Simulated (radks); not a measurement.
Question: All-electron atom: the phosphorus anion P3- in [Ar]. Calculated with a radial shooting solver on a logarithmic mesh with Libxc functionals: scalar-relativistic Kohn-Sham, LDA (Slater exchange, Perdew-Wang correlation), spin-polarised, spherical densities, finite nucleus; Fermi nuclear charge, rms radius 3.1889 fm; Watson sphere of charge +3.07 and radius 2.35 bohr. Some entries of the table are withheld. Estimate them.

| orbital | occ. | eigenvalue (eV) | <1/r> (bohr^-1) |
|---|---|---|---|
| 1s | 2 | (1) | 14.60 |
| 2s | 2 | -170.0557 | (2) |
| 2p | 6 | -121.3110 | 2.698 |
| 3s | 2 | (3) | (4) |
| 3p | 6 | (5) | 0.5573 |

Answer: 
(1) 1s eigenvalue (eV): -2071.682
(2) 2s <1/r> (bohr^-1): 2.804
(3) 3s eigenvalue (eV): -16.0575
(4) 3s <1/r> (bohr^-1): 0.6857
(5) 3p eigenvalue (eV): -8.0629
